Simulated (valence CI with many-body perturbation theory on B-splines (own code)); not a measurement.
**W LXX: magnetic and hyperfine properties of the levels**

Computed by relativistic CI+MBPT: three valence electrons over a frozen Dirac-Fock core [He], a basis of 11 s, 11 p, 10 d, 8 f, 5 g, 2 h functions for each j, with the one-electron correlation potential Σ1 (screened to all orders), the two-electron term Σ2, the three-electron term Σ3, Breit, model QED; selected single and double excitations, second order for the rest, scaled by the run's own slope (own B-spline code, finite nucleus).

No measured spectrum was set against this ion. As an estimate, large intervals hold to a few tenths of a per cent, small ones and those within an open d or f shell to about a per cent.

A/g_I is the dipole constant over the nuclear g factor μ/I (μ in nuclear magnetons, uniformly magnetised nucleus), B/Q the quadrupole constant per barn. Both hold the static response of the core; the bare values leave it out. Large factors of s and p1/2 electrons are usually good to 5 to 10 %; those of open d and f shells near neutrality can be off by tens of per cent, and small factors of p3/2, d and f electrons come from cancelling terms and can be off by a factor of two or in sign, in half-filled shells by more. B is blank for J = 1/2, where it vanishes, and for nearly pure S terms. Energies count from the lowest level.

Levels are named by their leading jj configuration (3d3/2^4 stands for four electrons in 3d with j = 3/2), which in mixed levels can hold well under half, so a name can repeat and another be missing. Letters in brackets count levels of one name in rising energy.

```csv
Level,E (Ry),g,A/g_I (MHz),A/g_I bare,B/Q (MHz/b),B/Q bare
(2s^2 2p1/2) J=1/2,0.00,0.615,7670000,7640000,,
(2s 2p1/2^2) J=1/2,19.94,2.026,2.32e+07,2.29e+07,,
(2s^2 2p3/2) J=3/2,107.52,1.297,856000,874000,1700000,1700000
(2s 2p1/2 2p3/2) J=3/2 [a],121.56,1.618,5530000,5500000,1330000,1330000
(2s 2p1/2 2p3/2) J=5/2,124.56,1.305,6700000,6660000,1480000,1480000
(2s 2p1/2 2p3/2) J=1/2,129.91,1.269,-8810000,-8680000,,
(2s 2p1/2 2p3/2) J=3/2 [b],130.06,0.972,34700,76000,854000,855000
(2p1/2^2 2p3/2) J=3/2,150.74,1.311,799000,837000,1640000,1640000
(2s 2p3/2^2) J=5/2,230.39,1.415,5370000,5340000,213000,214000
(2s 2p3/2^2) J=1/2,238.45,1.917,2.34e+07,2.32e+07,,
(2s 2p3/2^2) J=3/2,238.49,1.167,-3670000,-3580000,-166000,-166000
(2p1/2 2p3/2^2) J=3/2,254.61,1.432,-561000,-508000,84100,84200
(2p1/2 2p3/2^2) J=5/2,256.27,1.161,2190000,2210000,-4880,-4890
(2p1/2 2p3/2^2) J=1/2,260.54,0.615,7700000,7650000,,
(2p3/2^3) J=3/2,365.31,1.285,829000,864000,-1730000,-1730000
(2s^2 3s) J=1/2,781.25,1.981,6910000,6850000,,
(2s^2 3p1/2) J=1/2,787.85,0.658,2320000,2310000,,
(2s 2p1/2 3s) J=1/2 [a],794.59,2.349,1.33e+07,1.31e+07,,
(2s 2p1/2 3s) J=3/2,796.65,1.528,1.27e+07,1.25e+07,-125000,-125000
(2s 2p1/2 3s) J=1/2 [b],798.94,0.695,1.20e+07,1.19e+07,,
(2s 2p1/2 3p1/2) J=1/2 [a],800.15,0.261,-1330000,-1290000,,
(2s 2p1/2 3p1/2) J=3/2,802.26,1.084,1.12e+07,1.11e+07,-122000,-122000
(2s 2p1/2 3p1/2) J=1/2 [b],805.63,1.908,2.36e+07,2.34e+07,,
(2p1/2^2 3s) J=1/2,818.49,1.975,6480000,6420000,,
(2s^2 3p3/2) J=3/2,819.60,1.319,284000,290000,518000,519000
(2p1/2^2 3p1/2) J=1/2,823.71,0.643,2250000,2240000,,
(2s^2 3d3/2) J=3/2,823.93,0.785,170000,170000,98300,99000
(2s^2 3d5/2) J=5/2,832.32,1.193,453000,450000,147000,148000
(2s 2p1/2 3p3/2) J=3/2 [a],832.81,1.387,1070000,1070000,512000,512000
(2s 2p1/2 3p3/2) J=5/2,835.31,1.305,5990000,5940000,366000,367000
(2s 2p1/2 3p3/2) J=3/2 [b],835.47,1.241,3530000,3510000,203000,203000
(2s 2p1/2 3p3/2) J=1/2,835.82,1.335,-9710000,-9600000,,
(2s 2p1/2 3d3/2) J=3/2 [a],836.24,0.571,-1970000,-1940000,103000,103000
(2s 2p1/2 3d3/2) J=5/2,838.55,1.001,6260000,6200000,-15400,-14800
(2s 2p1/2 3d3/2) J=3/2 [b],839.90,1.153,6280000,6210000,108000,108000
(2s 2p1/2 3d3/2) J=1/2,840.19,0.436,-1.01e+07,-9960000,,
(2s 2p1/2 3d5/2) J=5/2 [a],845.55,1.300,1480000,1460000,113000,114000
(2s 2p1/2 3d5/2) J=7/2,847.73,1.220,4510000,4470000,-20600,-19900
(2s 2p1/2 3d5/2) J=5/2 [b],848.60,1.074,499000,500000,197000,198000
(2s 2p1/2 3d5/2) J=3/2,848.65,1.118,-5900000,-5840000,55600,56100
```

Question: Take the isotope of mass number 183, with I = 1/2, μ = 0.11739 μN. What is the hyperfine structure of (2s^2 2p3/2) J=3/2?

Answer: From the table A = 201000 MHz. Shifts from the centre of gravity in MHz: F = 1: -251000, F = 2: 151000.
